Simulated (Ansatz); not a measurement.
C₂H₉NOSi (`C[Si](C)(N)O`). Charge 0, multiplicity 1. The structure was optimised at the PBE0-D4/def2-TZVP level. It is one conformer, not always the lowest.

```xyz
14

C     0.671   -1.391   -0.751
Si   -0.099    0.215   -0.200
C     0.307    0.609    1.577
N    -1.800    0.074   -0.345
O     0.439    1.448   -1.176
H     0.354   -2.219   -0.112
H     0.387   -1.627   -1.780
H     1.763   -1.340   -0.717
H     1.382    0.751    1.716
H    -0.014   -0.196    2.241
H    -0.189    1.530    1.895
H    -2.389    0.795    0.042
H    -2.194   -0.273   -1.205
H     1.381    1.625   -1.185
```

(1) What is the dipole moment at B3LYP/def2-TZVPP? (Estimate.)

(2) And with PBE, r2SCAN, ωB97M-V? (Best estimate.)

(3) Give the Mulliken charges with B3LYP, r2SCAN, PBE in def2-TZVPP. (Best estimate.)

Results:

(1) Ansatz gave: 0.59 D, with components (0.56, -0.09, 0.16) D in this frame, pointing from negative to positive charge.

(2) Ansatz gave: PBE 0.53 D, r2SCAN 0.57 D, ωB97M-V 0.58 D.

(3) Ansatz gave: 
```tsv
atom	B3LYP	r2SCAN	PBE
C1	-0.40	-0.32	-0.39
Si2	0.64	0.65	0.51
C3	-0.40	-0.32	-0.39
N4	-0.42	-0.46	-0.40
O5	-0.39	-0.41	-0.34
H6	0.10	0.08	0.10
H7	0.09	0.07	0.10
H8	0.08	0.06	0.09
H9	0.08	0.06	0.09
H10	0.10	0.08	0.10
H11	0.09	0.07	0.10
H12	0.13	0.15	0.14
H13	0.13	0.15	0.14
H14	0.17	0.18	0.17
```

B3LYP here is the variant with VWN-RPA as its local correlation; programs differ in this.
